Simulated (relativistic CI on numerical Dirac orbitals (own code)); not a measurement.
**Transition arrays of Nd16+**

Computed by Dirac-Coulomb-Breit CI, separate exchange-only KLI orbitals for each configuration, model QED, valence Slater integrals scaled by 0.9, whole transition arrays (own radial code, finite nucleus).

Configuration list (outside the closed core [Ar] 3d10 4s2): 4p6 4d8, 4p6 4d7 4f, 4p5 4d9, 4p6 4d7 5p, 4p6 4d7 5f. Levels of other configurations are missing.

All E1 lines from the levels of 4p6 4d8; mean and standard deviation are weighted by gf, and upper levels are sorted by their leading configuration.

| Upper configuration | Lines | Σgf | Mean (eV) | Mean (nm) | σ (eV) | Strongest line (nm) |
| --- | --- | --- | --- | --- | --- | --- |
| 4p6 4d7 4f | 743 | 398.8 | 156.85 | 7.904 | 3.09 | 7.857 |
| 4p5 4d9 | 38 | 1.7 | 110.21 | 11.250 | 2.41 | 11.137 |
| 4p6 4d7 5p | 466 | 33.6 | 176.10 | 7.041 | 3.14 | 7.048 |
| 4p6 4d7 5f | 721 | 17.1 | 267.75 | 4.631 | 3.20 | 4.599 |

Σgf per state of the lower configuration in bins of 0.1 nm over the central range (centre: value): 4.55: 0.12, 4.65: 0.21, 4.75: 0.05, 6.85: 0.04, 6.95: 0.18, 7.05: 0.34, 7.15: 0.12, 7.25: 0.04, 7.45: 0.06, 7.55: 0.07, 7.65: 0.23, 7.75: 0.54, 7.85: 3.63, 7.95: 3.37, 8.05: 0.76.

**Question.** How do configuration mixing and the scaling of the Slater integrals move the arrays?

**Answer.** Slater scale 0.9, no configuration mixing: 4p6 4d7 4f 153.8 ± 5.2 eV (Σgf 325.9), 4p5 4d9 129.4 ± 11.1 eV (Σgf 44.0), 4p6 4d7 5p 176.6 ± 2.9 eV (Σgf 44.1), 4p6 4d7 5f 267.4 ± 3.2 eV (Σgf 26.7); Slater scale 1: 4p6 4d7 4f 160.0 ± 3.1 eV (Σgf 405.3), 4p5 4d9 108.9 ± 2.6 eV (Σgf 1.5), 4p6 4d7 5p 174.1 ± 6.1 eV (Σgf 35.2), 4p6 4d7 5f 267.9 ± 3.4 eV (Σgf 16.8); Slater scale 0.8: 4p6 4d7 4f 153.7 ± 3.1 eV (Σgf 388.6), 4p5 4d9 111.5 ± 2.3 eV (Σgf 2.0), 4p6 4d7 5p 176.1 ± 2.8 eV (Σgf 35.6), 4p6 4d7 5f 267.6 ± 3.0 eV (Σgf 17.4). With mixing, levels are counted to their leading configuration, so an array can shrink or vanish into another, and the sums then hold other lines.
